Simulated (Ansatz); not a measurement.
Consider the redistribution: `ClC[SiH2][SbH2]` + `C[CH]([AlH2])CO` → `OC[SiH2][SbH2]` + `C[CH]([AlH2])CCl`.

Isolated molecules relaxed with PBE0-D4/def2-TZVP in Ansatz; ΔE leaves out vibrations. CCSD(T)/CBS is the MP2 limit (def2-TZVPP, def2-QZVPP) plus CCSD(T) − MP2 in def2-TZVPP, frozen cores. Functionals use def2-TZVPP. B3LYP here is the variant with VWN-RPA as its local correlation; programs differ in this. def2 core potentials past Kr. For Sb outer-core shells are correlated without core-valence functions, which leaves a few kJ/mol of doubt a bond. Each species was taken in one conformer, which may not be the lowest.

Question: Is it downhill or uphill in electronic energy at CCSD(T)/CBS, and by how much? (Best estimate.)

Answer: Ansatz gave: Uphill: ΔE = +6.3 kJ/mol.

Question: What do these levels give: B3LYP-D4, ωB97M-V, r2SCAN, HF/def2-TZVPP, MP2/def2-TZVPP, SCS-MP2/def2-QZVPP? (An estimate is asked.)

Answer: Ansatz gave: B3LYP-D4 2.3, ωB97M-V 5.8, r2SCAN 1.5, HF/def2-TZVPP 11.3, MP2/def2-TZVPP 6.5, SCS-MP2/def2-QZVPP 7.7 kJ/mol.

Largest T1 diagnostic among the species: 0.013.

From PBE to PBE0 (25 % exact exchange), in def2-TZVPP and without D4, ΔE moves by +3.8 kJ/mol. In def2-TZVPP, CCSD(T) changes the Hartree–Fock value by −5.3 kJ/mol (the triples alone add −1.7 kJ/mol) and MP2 by −4.8 kJ/mol.
